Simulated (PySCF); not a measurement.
# Fractional electron number in Nd⁺ (neodymium, charge +1)

The 6s alpha orbital of [Xe] 4f4 6s1 is emptied in steps (occupation f), with all orbitals relaxed, ending at [Xe] 4f4. Calculation: PySCF 2.14, in def2-SVP with the def2 core potential (28 electrons) (10s6p4d3f1g, 78 functions); a scalar-relativistic core potential. The exact energy is a straight line in f; departures are measured from the line between the end points of the same method.

```tsv
f	HSE06 (eV)
1	0.000
0.8	-0.339
0.6	-0.511
0.4	-0.517
0.2	-0.346
0	0.000
```

| method | E(f=0) − E(f=1) (eV) | −ε at f=1 (eV) | −ε at f=0.4 (eV) |
| --- | --- | --- | --- |
| HSE06 | 10.898 | 8.774 | 11.298 |

Orbital energy along the path (eV):

| f | HSE06 |
| --- | --- |
| 1 | -8.774 |
| 0.8 | -9.624 |
| 0.6 | -10.448 |
| 0.4 | -11.298 |
| 0.2 | -12.221 |
| 0 | -12.852 |

Reference removal energy between the ground levels: 10.783 ± 0.02 eV (semi-empirical (NIST evaluation); NIST Atomic Spectra Database, ionization energies). The calculation has no spin-orbit coupling.
